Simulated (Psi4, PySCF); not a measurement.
C$_{2}$H$_{9}$GeMgN, singlet, at the geometry of the source list, atoms displaced at random by about 0.03 Å a coordinate. Base run: TPSS/STO-3G, gradient (PySCF).

Input for PySCF:
```python
from pyscf import gto, scf, dft

mol = gto.M(
    atom='''
Mg   -0.44540622   -1.05073332    0.25345547
N    -0.52537745    0.76121425   -0.33562984
C    -0.46318093    1.18162158   -1.68553380
C    -0.64085852    1.87715922    0.55572573
H    -1.34001988    1.71455667   -2.00438502
H     0.39143556    1.78005414   -1.83940478
H    -0.33531647    0.25077338   -2.29641417
H     0.22470133    2.54352880    0.47298376
H    -1.55350294    2.51683498    0.28990815
H    -0.72223099    1.54162147    1.62851085
Ge    0.97234134   -2.85340947    1.13931544
H     1.87586943   -3.51083762    0.04747439
H     1.93170312   -2.50558508    2.05178008
H     0.53133985   -4.22128167    1.74720643
''',
    basis='sto-3g',
    verbose=4,
)

mf = dft.RKS(mol)
mf.xc = 'tpss'
mf.kernel()
g = mf.nuc_grad_method()
grad = g.kernel()
```

Programs used: Psi4, PySCF; a row that names a program was run with it.

The coordinate followed is z of atom 13.

The base run was repeated with changes; each row names its change, and settings that it needs were set with it.

| change | dE/dx (Eh/bohr) | net force (Eh/bohr) |
|---|---|---|
| base | 0.000964 | 0.000067 |
| code = psi4 | 0.000973 | 0.000351 |
| conv_tol = 1e-11 | 0.000964 | 0.000067 |
| density fitting = on | 0.000949 | 0.000067 |
| grids.level = 1; grid_response = off | 0.000924 | 0.001355 |
| grids.level = 5; grid_response = off | 0.000963 | 0.000030 |
| grid_response = on | 0.000972 | 0.000000 |
| finite difference step (bohr) = 1e-3; conv_tol = 1e-11 | 0.000972 | - |
| finite difference step (bohr) = 1e-4; conv_tol = 1e-11 | 0.000972 | - |
| finite difference step (bohr) = 0.05; conv_tol = 1e-11 | 0.000952 | - |
| density fitting = on; auxbasis_response = off | 0.000860 | 0.001851 |
| conv_tol = 1e-4 | 0.000873 | 0.000067 |

The net force is zero for an exact gradient.
